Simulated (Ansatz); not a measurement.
C2H4BN can be A, `BC1C=N1`, or B, `CC1=NB1`.

Isolated molecules relaxed with PBE0-D4/def2-TZVP in Ansatz; ΔE leaves out vibrations. CCSD(T)/CBS adds triple-zeta CCSD(T) − MP2 to the extrapolated MP2 energy (def2 sets, frozen cores). Functionals use def2-TZVPP. B3LYP here is the variant with VWN-RPA as its local correlation; programs differ in this.

**Question.** Which isomer does CCSD(T)/CBS put lower? Give the gap. (An estimate is asked.)

**Answer.** Computed: B, by 167.6 kJ/mol.

**Question.** Give E(B) − E(A) in kJ/mol with MP2/def2-TZVPP, CCSD(T)/def2-SVP, BLYP-D4, CCSD(T)/def2-TZVPP, CCSD/def2-TZVPP, r2SCAN-D4, B3LYP. (An estimate is asked.)

**Answer.** The calculation gave: MP2/def2-TZVPP -166.5, CCSD(T)/def2-SVP -171.8, BLYP-D4 -159.6, CCSD(T)/def2-TZVPP -164.9, CCSD/def2-TZVPP -169.7, r2SCAN-D4 -172.2, B3LYP -171.6. None reverses the order clearly.

**Question.** Does the order hold for the free energy at 298.15 K (harmonic terms from PBE0-D4)? (An estimate is asked.)

**Answer.** Ansatz gave: Yes: G(B) − G(A) = -160.8 kJ/mol.

Largest T1 diagnostic: 0.013.

Leaving LDA and LC-ωPBE aside and taking each functional with its dispersion term where it has one, the values, not all of them listed here, spread over 24.6 kJ/mol, from BHLYP-D4 to BLYP-D4. LDA lies −11.8 kJ/mol from PBE without D4. From r2SCAN to r2SCAN0 (25 % exact exchange), in def2-TZVPP and without D4, E(B) − E(A) moves by −9.5 kJ/mol.
